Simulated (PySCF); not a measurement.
Geometries of 2 isomers of C6H7OP, from PySCF, PBE0-D3(BJ)/def2-SVP geometry optimisation, gas phase. One conformer each, no zero-point energy, no frequencies.

**Question.** Which is lower in electronic energy at this level?
A.
```xyz
15
angstrom
C     -3.334    0.318    0.019
C     -2.369   -0.486   -0.451
C     -0.944   -0.247   -0.356
O     -0.182   -1.251   -0.835
C      1.130   -0.991   -0.728
C      1.455    0.208   -0.173
C      2.850    0.701    0.043
P     -0.039    1.096    0.249
H     -3.100    1.253    0.537
H     -4.387    0.060   -0.104
H     -2.636   -1.420   -0.959
H      1.779   -1.781   -1.106
H      3.069    0.826    1.115
H      3.589    0.000   -0.372
H      3.008    1.680   -0.436
```
B.
```xyz
15
angstrom
C      2.554    0.916   -0.755
O      1.604   -0.079   -1.025
C      0.452   -0.070   -0.329
C     -0.430   -1.107   -0.659
C     -1.672   -1.284   -0.069
C     -2.174   -0.438    0.926
C     -1.460    0.650    1.400
P      0.120    1.167    0.888
H      3.413    0.720   -1.409
H      2.879    0.887    0.301
H      2.154    1.924   -0.965
H     -0.091   -1.802   -1.433
H     -2.284   -2.128   -0.400
H     -3.164   -0.647    1.342
H     -1.917    1.268    2.181
```

**Answer.** B. That is `COC1=CC=CC=P1`, 10.5 kcal/mol below the other.

```
       SMILES                              atoms numbered as above      E (Eh)  relative (kcal/mol)  relative (kJ/mol)  dipole (D)
   COc1ccccp1     [CH3:1][O:2][c:3]1[cH:4][cH:5][cH:6][cH:7][p:8]1  -648.59987                  0.0                0.0        0.43
C=Cc1occ(C)p1  [CH2:1]=[CH:2][c:3]1[o:4][cH:5][c:6]([CH3:7])[p:8]1  -648.58321                 10.5               43.7        1.15
```

As drawn, the higher has a C=C bond outside aromatic rings, which the lower lacks.
